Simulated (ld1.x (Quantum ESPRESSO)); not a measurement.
**An all-electron radial function and its pseudo partner (Hf (Z = 72))**

Columns: radius, all-electron u(r) and pseudo u(r) of the 6s shell (level -4.92 eV) of hafnium in the configuration [Xe] 4f14 5d2.5 6s1.5 6p0; PBEsol, scalar-relativistic, RRKJ scheme, ld1.x (Quantum ESPRESSO) 7.5.

| r (bohr) | all-electron | pseudo |
| --- | --- | --- |
| 0.210 | 0.0510 | -0.0160 |
| 0.420 | -0.1490 | -0.0341 |
| 0.630 | 0.1214 | -0.0564 |
| 0.840 | 0.2731 | -0.0856 |
| 1.050 | 0.2316 | -0.1245 |
| 1.260 | 0.0881 | -0.1757 |
| 1.470 | -0.0823 | -0.2401 |
| 1.680 | -0.2398 | -0.3157 |
| 1.890 | -0.3687 | -0.3962 |
| 2.100 | -0.4656 | -0.4719 |
| 2.310 | -0.5331 | -0.5335 |
| 2.520 | -0.5755 | -0.5754 |
| 2.730 | -0.5975 | -0.5975 |
| 2.940 | -0.6033 | -0.6033 |
| 3.150 | -0.5966 | -0.5966 |
| 3.360 | -0.5803 | -0.5803 |
| 3.570 | -0.5572 | -0.5572 |
| 3.780 | -0.5291 | -0.5291 |
| 3.990 | -0.4980 | -0.4980 |
| 4.200 | -0.4651 | -0.4651 |
| 4.410 | -0.4315 | -0.4315 |
| 4.620 | -0.3980 | -0.3980 |
| 4.830 | -0.3653 | -0.3653 |
| 5.040 | -0.3339 | -0.3339 |
| 5.250 | -0.3041 | -0.3041 |
| 5.460 | -0.2761 | -0.2761 |

(1) How many radial nodes do the two functions have?

(2) At about which radius was the pseudo-wave matched?

(3) Where does each function peak?

(4) Is the pseudo-wave norm-conserving?

Results:

(1) The all-electron 6s function has n − l − 1 = 5 (the table is too coarse to show those close to the nucleus); the pseudo-wave has 0, since the states of the same l below it are removed with the core.

(2) 2.90 bohr. The columns agree to 0.0005 from 2.31 bohr on; several derivatives are matched, so the curves merge somewhat inside the radius.

(3) Outermost all-electron maximum near 2.94 bohr, pseudo maximum near 2.94 bohr (to the table’s step).

(4) Yes: the RRKJ scheme keeps the norm inside the radius equal to the all-electron one, which fixes the energy derivative of the logarithmic derivative at the level.
